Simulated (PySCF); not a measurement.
C3H6BNO2, SMILES OB1CN=COC1. Geometry optimised at ωB97X-D3(BJ)/def2-SVP. The structure was generated by enumeration, and PubChem lists no compound with its InChIKey, so it may never have been made. Other conformers were not sampled.

Computed equilibrium geometry at ωB97X-D3(BJ)/def2-SVP (PySCF confirms it by a frequency run) as Cartesian coordinates in Å, and its point group (one conformer of several):
point group Cs.
```xyz
13

O      0.0919    -2.3916     0.0000
B      0.0524    -1.0332     0.0000
C      1.3820    -0.2000     0.0000
N      1.2044     1.2519     0.0000
C      0.0497     1.7602     0.0000
O     -1.1801     1.1899     0.0000
C     -1.3165    -0.2326     0.0000
H     -0.7726    -2.8188     0.0000
H      2.0060    -0.4817     0.8691
H      2.0060    -0.4817    -0.8691
H     -0.0713     2.8530     0.0000
H     -1.9234    -0.5101    -0.8831
H     -1.9234    -0.5101     0.8831
```
